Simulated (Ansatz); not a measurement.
Stepwise reaction of `[CH3][In]([OH])[OH]` with ammonia, as a gas-phase model of exchange steps in deposition or etching. ΔE in kJ/mol; ΔG adds harmonic PBE0-D4 terms to CCSD(T)/CBS, at 1 bar.

Gas-phase electronic energies from Ansatz, PBE0-D4/def2-TZVP geometries. CBS: MP2 limit from def2 TZ/QZ plus the TZ coupled-cluster correction, frozen cores. This one scheme is used for every species. DFT in def2-TZVPP. B3LYP here is the variant with VWN-RPA as its local correlation; programs differ in this. Elements past krypton have def2 core potentials. For In outer-core shells are correlated without core-valence functions, which leaves a few kJ/mol of doubt a bond. Each species was taken in one conformer, which may not be the lowest.

```csv
step,reaction,PBE-D4,B3LYP-D4,ωB97M-V,CCSD(T)/CBS,ΔG(500 K)
1,`[CH3][In]([OH])[OH]` + NH₃ → `[CH3][In]([NH2])[OH]` + H₂O,28.4,28.1,25.6,22.8,15.0
```

(1) Give the row of step 2, `[CH3][In]([NH2])[OH]` + NH₃ → `[CH3][In]([NH2])[NH2]` + H₂O. (An estimate is asked.)

(2) By hand: ΔE of the 2 steps together at CCSD(T)/CBS.

## Answers

(1) Ansatz gave: 
```tsv
step	reaction	PBE-D4	B3LYP-D4	ωB97M-V	CCSD(T)/CBS	ΔG(500 K)
2	`[CH3][In]([NH2])[OH]` + NH₃ → `[CH3][In]([NH2])[NH2]` + H₂O	30.0	30.1	27.6	25.0	22.4
```

(2) (22.8) + (25.0) = 47.8 kJ/mol, or 23.9 kJ/mol a step.

In ΔE the steps differ by no more than 2.2 kJ/mol. All are uphill at CCSD(T)/CBS. ΔG lies between 15.0 and 22.4 kJ/mol a step. PBE-D4 differs from CCSD(T)/CBS by 5.0 to 5.6 kJ/mol a step. Isolated molecules leave out the surface, adducts and barriers. Largest T1 diagnostic: 0.016.
